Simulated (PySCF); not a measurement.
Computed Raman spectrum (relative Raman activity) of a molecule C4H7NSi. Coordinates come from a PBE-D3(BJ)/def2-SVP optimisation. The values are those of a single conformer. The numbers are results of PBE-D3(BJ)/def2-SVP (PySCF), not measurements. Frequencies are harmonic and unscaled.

```tsv
ν (cm⁻¹)	relative intensity
165	2.3
607	3.8
623	2.3
724	3.0
821	3.2
867	3.8
878	4.1
897	2.2
1158	4.0
1369	10
1595	16
2125	100
2161	58
2177	33
3059	42
3161	30
3407	13
3476	38
3568	20
```

Q: Which molecule gave these data?
(A) C#C/C=N\[SiH2]C
(B) [SiH3]c1ccc[nH]1
(C) C#CC(=C)[SiH2]N
(D) C[Si@H]1C=CN=C1

A: C, C#CC(=C)[SiH2]N
